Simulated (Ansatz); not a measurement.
Basis-set series for C2H4AlN, SMILES `N=[C]1[CH2][AlH]1`. Charge 0, multiplicity 1. The structure was optimised at the PBE0-D4/def2-TZVP level. It is one conformer, not always the lowest.

| functional | basis | functions | energy (Eh) | HOMO (eV) | LUMO (eV) |
| --- | --- | --- | --- | --- | --- |
| PBE0-D4 | def2-TZVPP | 191 | -375.48651 | -6.12 | -1.87 |
| PBE0-D4 | def2-QZVPP | 361 | -375.50142 | -6.15 | -1.90 |
| ωB97M-V | def2-TZVPP | 191 | -375.68455 | -8.26 | -0.17 |
| ωB97M-V | def2-QZVPP | 361 | -375.69897 | -8.29 | -0.29 |

(1) Give the rows for def2-SVP. (Estimate.)

## Answers

(1) The calculation gave: 
| functional | basis | functions | energy (Eh) | HOMO (eV) | LUMO (eV) |
| --- | --- | --- | --- | --- | --- |
| PBE0-D4 | def2-SVP | 80 | -375.25028 | -5.94 | -1.78 |
| ωB97M-V | def2-SVP | 80 | -375.44232 | -8.05 | -0.02 |

Results of the Gaussian-basis code of Ansatz.
